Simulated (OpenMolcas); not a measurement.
**4d4 along the 40-electron sequence**

```json
{
 "Program": "OpenMolcas 26.06",
 "Method": "CASSCF",
 "Basis": "ANO-R2",
 "Scalar Hamiltonian": "X2C, finite nucleus",
 "Spin-orbit coupling": "RASSI with atomic mean-field integrals over the reference wave functions, term energies averaged over their components"
}
```

Active space for each ion: 4 electrons in 10 orbitals (4d 5d).

Computed levels in cm-1 above 5D0:

| Level | Mo2+ | Tc3+ | Ru4+ | Rh5+ | Pd6+ | Ag7+ |
| --- | --- | --- | --- | --- | --- | --- |
| 5D1 | 223 | 324 | 456 | 631 | 885 | 1140 |
| 5D2 | 634 | 905 | 1250 | 1687 | 2292 | 2883 |
| 5D3 | 1192 | 1674 | 2271 | 3005 | 3981 | 4915 |
| 5D4 | 1863 | 2582 | 3452 | 4494 | 5836 | 7099 |
| 3H4 | 15157 | 17740 | 19950 | 21879 | 23803 | 25887 |
| 3P0(1) | 15454 | 17868 | 19814 | 21437 | 22933 | 24713 |
| 3H5 | 15683 | 18504 | 21029 | 23356 | 25853 | 28475 |
| 3H6 | 16195 | 19206 | 21960 | 24550 | 27377 | 30291 |
| 3P1(1) | 16705 | 19635 | 22204 | 24552 | 26994 | 29642 |
| weight of 5D in the lowest level (%) | 99 | 98 | 98 | 97 | 95 | 94 |

Measured, with the error of the calculation in %. Measured levels: Mo2+ from Sugar and Musgrove, J. Phys. Chem. Ref. Data 17, 155 (1988); Ag7+ from Atoms 5, 11 (2017), spectra Ag VII to Ag IX.

```tsv
Level	Mo2+	Ag7+
5D1	242 (-7.7)	1340 (-14.9)
5D2	668 (-5.1)	3212 (-10.3)
5D3	1224 (-2.6)	5292 (-7.1)
5D4	1872 (-0.5)	7443 (-4.6)
3H4	12680 (+19.5)	23302 (+11.1)
3P0(1)	11149 (+38.6)	21309 (+16.0)
3H5	13276 (+18.1)	26250 (+8.5)
3H6	13811 (+17.3)	28185 (+7.5)
3P1(1)	12510 (+33.5)	26526 (+11.7)
```

The fine-structure level 5D4 changes by a factor of 3.81 from Mo2+ to Ag7+. Its fourth root runs 6.57, 7.13, 7.67, 8.19, 8.74, 9.18, with steps per unit of Z of 0.56, 0.54, 0.52, 0.55, 0.44; equal steps would mean a (Z - σ)^4 law with constant σ.

3H4 changes by a factor of 1.71 over the same range, with steps per unit of Z of +2580, +2210, +1930, +1920, +2080 cm-1.

Without dynamic correlation excited terms often stand tens of per cent too high (terms of higher spin than the ground term too low), and those without a measured partner can miss by more than the paired ones. Active for correlation alone: 5d; no level in the range computed is led by a configuration that fills it, so any true level of that kind is missing. Measured partners are found by configuration, term and J. A level has none where our copy of the source lacks it or the pairing is in doubt (some pairs that miss far off the trend of their configuration count as doubtful), and it then counts in no deviation. Levels of configurations outside the active space are missing.

A number in round brackets counts repeated terms of one configuration in the order of the reference energies.
